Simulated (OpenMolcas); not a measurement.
Lu: effect of the basis set

```json
{
 "Program": "OpenMolcas 26.06",
 "Method": "SS-CASPT2, IPEA 0.25 Eh, imaginary shift 0.1 Eh (closed shells correlated: 5s 5p)",
 "Active space": "3 electrons in 6 orbitals (5d 6s)",
 "State averaging": "2S+1 = 2 even, 29 roots; 2S+1 = 4 even, 10 roots kept (CI in the orbitals of an earlier block)",
 "Spin-orbit coupling": "RASSI with atomic mean-field integrals over the reference wave functions, term energies averaged over their components"
}
```

A. ANO-R1 [7s5p4d2f], X2C, finite nucleus; CASPT2 step of the order of 9 core-seconds
B. ANO-RCC-VDZP [7s6p4d2f1g], DKH2, point nucleus; CASPT2 step about 9 core-seconds
C. ANO-R2 [8s6p5d3f1g], X2C, finite nucleus; CASPT2 step roughly 8 core-seconds
D. ANO-RCC-VTZP [8s7p5d3f2g1h], DKH2, point nucleus; CASPT2 step about 21 core-seconds
E. ANO-RCC-VQZP [9s8p6d4f3g2h], DKH2, point nucleus; CASPT2 step of the order of 50 core-seconds
F. ANO-R3 [10s8p7d5f4g2h], X2C, finite nucleus; CASPT2 step of the order of 90 core-seconds

Energies in cm⁻¹ above 5d 6s² ²D_3/2, the measured ground level; measured values from NIST Handbook of Basic Atomic Spectroscopic Data.

```json
{"Level": "5d 6s² ²D_3/2", "A": "0.0", "B": "0.0", "C": "0.0", "D": "0.0", "E": "0.0", "F": "0.0", "Measured": "0.0"}
{"Level": "5d 6s² ²D_5/2", "A": "1908", "B": "1896", "C": "1968", "D": "1899", "E": "1829", "F": "1861", "Measured": "1994"}
{"Level": "5d² 6s ⁴F_3/2", "A": "19620", "B": "19170", "C": "17830", "D": "17460", "E": "16950", "F": "16610", "Measured": "18851"}
{"Level": "5d² 6s ⁴F_5/2", "A": "20340", "B": "19880", "C": "18570", "D": "18160", "E": "17630", "F": "17310", "Measured": "19403"}
{"Level": "5d² 6s ⁴F_7/2", "A": "21360", "B": "20890", "C": "19630", "D": "19190", "E": "18630", "F": "18350", "Measured": "20247"}
{"Level": "5d² 6s ⁴F_9/2", "A": "22570", "B": "22090", "C": "20880", "D": "20390", "E": "19790", "F": "19520", "Measured": "21242"}
{"Level": "5d² 6s ⁴P_1/2", "A": "26110", "B": "25440", "C": "24270", "D": "23510", "E": "22960", "F": "22690", "Measured": ""}
{"Level": "5d² 6s ⁴P_3/2 [62 %]", "A": "26390", "B": "25750", "C": "24470", "D": "23800", "E": "23050", "F": "23240", "Measured": ""}
{"Level": "5d² 6s ²D_3/2 [57 %]", "A": "27950", "B": "27730", "C": "25480", "D": "25320", "E": "23810", "F": "22190", "Measured": ""}
{"Level": "5d² 6s ²F_7/2 [56 %]", "A": "31010", "B": "29900", "C": "28230", "D": "27430", "E": "25480", "F": "25040", "Measured": ""}
{"Level": "5d² 6s ²P_1/2", "A": "32200", "B": "31050", "C": "29610", "D": "28540", "E": "27530", "F": "27330", "Measured": "28793"}
{"Level": "5d² 6s ²G_9/2", "A": "32600", "B": "31830", "C": "29860", "D": "28730", "E": "26730", "F": "25910", "Measured": "26671"}
{"Level": "5d² 6s ²G_7/2 [56 %]", "A": "32820", "B": "31990", "C": "30080", "D": "29010", "E": "27000", "F": "26380", "Measured": ""}
```

Deviations, from unrounded energies. A percentage is the sum of absolute deviations over the sum of measured energies, with the sign that they share, or ± where signs differ.

```csv
Against measurement,Levels,A,B,C,D,E,F
mean absolute deviation (cm-1),7,1900,1400,980,990,1200,1500
fine structure of the ground term (%),1,-4.3,-4.9,-1.3,-4.8,-8.3,-6.7
other configurations (%),6,+10.0,+7.2,±5.1,±5.1,±6.0,-7.5
```

C, D lie about equally close to measurement and A furthest from it. The largest miss of C in the table is 5d² 6s ²G_9/2, by +3200 cm-1. The ranking rests on the paired levels alone, and a cruder setting can come out closer through cancelling errors.

The two smallest mean deviations differ by little beside CASPT2's spread within terms, so their order carries little weight.

Among A to F the level of the table that moves most is 5d² 6s ²G_9/2, by 6700 cm-1 (lowest in F, highest in A). Moves below CASPT2's spread within the term are not significant.

Term energies are means over components that CASPT2 splits; among the terms shown or strongly mixed into the levels shown the widest spread is 990 cm-1 (5d² 6s ²G, E). Terms from blocks run as CI alone lack orbitals of their own. A single d shell beside an s shell can misplace configurations of different d count against each other. The CASPT2 spread within a term exceeds the gap to the next term for 5d² 6s ²P and 5d² 6s ²G, so the order of their levels is uncertain (figures for B; the like holds for E). Some levels mix across a computed gap that differs much from the measured one, so their mixing is not that of the real levels (holds for C; D; E). Computed and measured levels are paired by configuration, term and J; levels that our copy of the source lacks, or whose pairing is in doubt (as where it misses far off the trend of its configuration), stay unpaired and out of the deviations. Only configurations of the active space appear. Levels that lie high or do not pair safely by name in every column are left out.

A share in square brackets marks a mixed level and gives the weight of the term that names it, the lowest over the columns.
